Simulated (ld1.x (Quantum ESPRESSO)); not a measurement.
Before and after: RRKJ potential for phosphorus (P)

```json
{
  "Element": "P (Z = 15)",
  "Generator": "ld1.x (Quantum ESPRESSO) 7.5",
  "Type": "norm-conserving RRKJ (Kleinman–Bylander form)",
  "Functional": "PBE",
  "Relativity": "scalar-relativistic",
  "Frozen core": "[Ne]",
  "Valence charge": "5",
  "Reference configuration": "3s2 3p3",
  "Partial waves": "3s (bound): rc 1.40 bohr; 3p (bound): rc 1.30 bohr; 3d channel at 0.4 Ry: rc 1.40 bohr",
  "Local potential": "all-electron potential smoothed inside 1.30 bohr (lloc = -1)",
  "Core correction": "none"
}
```

Change: wave 3s (bound): rc 1.40 bohr becomes 3s (bound): rc 1.38 bohr.

Cutoffs: the cutoffs (Ry, on a coarse ladder) from which the occupation-weighted sum of valence levels, in a spherical-Bessel basis at the reference potential, stays within 10 and 1 mRy of its value at 400 Ry; they do not see the model core or the augmentation charge, which bear on the density cutoff. Errors are all-electron minus pseudo energies relative to the spin-unpolarised reference configuration.

What does the change do?

The potential gets neither clearly harder nor softer (55 Ry and 70 Ry → 55 Ry and 70 Ry); of the 7 tests that both files solve, the error grows in 0 and shrinks in 3 by more than 15 % and 0.3 meV (median size 14.1 → 14.0 meV); neither file shows a bound ghost. Less of the atom is replaced, so other configurations are described better.

| quantity | base | changed |
| --- | --- | --- |
| cutoff, loose | 55 Ry | 55 Ry |
| cutoff, tight | 70 Ry | 70 Ry |
| bound ghosts | none | none |
| error for 3s2 3p2, meV [ΔE 9.73 eV] | +2.0 | +2.0 |
| error for 3s2 3p1, meV [ΔE 28.88 eV] | +14 | +14 |
| error for 3s2 3p0, meV [ΔE 58.62 eV] | +48 | +49 |
| error for 3s1 3p3, meV [ΔE 18.85 eV] | +19 | +16 |
| error for 3s2 3p2.5, meV [ΔE 3.77 eV] | +0.3 | +0.3 |
| error for 3s1 3p4, meV [ΔE 8.53 eV] | +12 | +9.1 |
| error for 3s0 3p5, meV [ΔE 17.20 eV] | +50 | +37 |
| s: phases at 1.55 bohr within 0.05 rad from the reference energy up to (Ry; the scan ends near 5) | 2.5 | 2.2 |
| p: phases at 1.55 bohr within 0.05 rad from the reference energy up to (Ry; the scan ends near 5) | 2.6 | 2.6 |
| d: phases at 1.55 bohr within 0.05 rad from the reference energy up to (Ry; the scan ends near 5) | to the end of the scan | to the end of the scan |
